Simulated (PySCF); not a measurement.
Electronic structure of O (oxygen, neutral) at the UHF level

Configuration: [He] 2s1 2p5, high-spin 3P determinant (an excited configuration). Calculation: PySCF 2.14, in aug-cc-pVDZ (4s3p2d, 23 functions); the non-relativistic Hamiltonian (point nucleus).

| Property | Result |
| --- | --- |
| Total energy | -74.173582 hartree |
| One-electron energy | -102.3267 hartree |
| Hartree (Coulomb) energy | 36.1908 hartree |
| Exchange energy | -8.0377 hartree |
| Kinetic energy | 74.12515 hartree |
| ⟨S²⟩ | 2.0395 |
| ⟨L²⟩ | 2.004 |
| Sum of ⟨r⟩ | 7.841 bohr |
| Sum of ⟨r²⟩ | 12.24 bohr² |
| Traceless quadrupole moment −½Σ⟨3z² − r²⟩ along its main axis | 1.05 e·bohr² |
| Density at the nucleus (Gaussians lack the cusp) | 292 bohr⁻³ |
| Spin density at the nucleus | 7.59 bohr⁻³ |
| Langevin diamagnetic susceptibility | -9.70 ×10⁻⁶ cm³/mol |

| shell | electrons | mean orbital energy (eV) | spread (eV) | rms radius, mean of both spins (bohr) |
| --- | --- | --- | --- | --- |
| 1s α | 1 | -565.95 | 0 | 0.231 |
| 1s β | 1 | -562.26 | 0 | 0.231 |
| 2s α | 1 | -40.234 | 0 | 1.22 |
| 2p α | 3 | -19.835 | 2.408 | 1.46 |
| 2p β | 2 | -12.163 | 0 | 1.46 |

Spin-orbit constants ζ (cm⁻¹) from the X2C one-electron operator on these orbitals (non-relativistic here): bare nucleus, nucleus screened by l(l+1)(2l+1)/3 electrons, and screened by the Breit-Pauli mean field of the electrons.

| shell | bare | screened nucleus | mean field |
| --- | --- | --- | --- |
| 2p | 242.1 | 181.6 | 154.2 |

To first order the Landé constant is A = -77.08 cm⁻¹, so the lowest level has J = 2 and lies 0.00956 eV below the centre of the term. This holds in LS coupling only.
